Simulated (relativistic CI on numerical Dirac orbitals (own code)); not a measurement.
**Exchange splitting of the 5s photoelectron line of Ce⁺**

Problem. Ce⁺ ([Xe] 4f3) has the spin S = 3/2. The exchange integral with a hole in 5s, calculated from Dirac-KLI orbitals and scaled by 0.8, is G^3(4f,5s) = 3.310 eV, with l = 3 the orbital momentum of the open shell. Find the splitting and the intensity ratio of the 5s line.

Working.
1. The electron left in 5s couples its spin to S, giving S + ½ = 2 and S − ½ = 1.
2. Van Vleck's theorem gives ΔE = (2S + 1) G^l/(2l + 1) = 4 × 3.310/7 = 1.89 eV, with the high-spin state at lower binding energy.
3. The intensities follow the multiplicities, (2S + 2) : 2S = (S + 1) : S = 1.67.

Check. The full multiplet calculation with spin-orbit coupling puts the centres of the two groups of its strongest lines 1.89 eV apart. Covalency lowers the measured splitting somewhat.
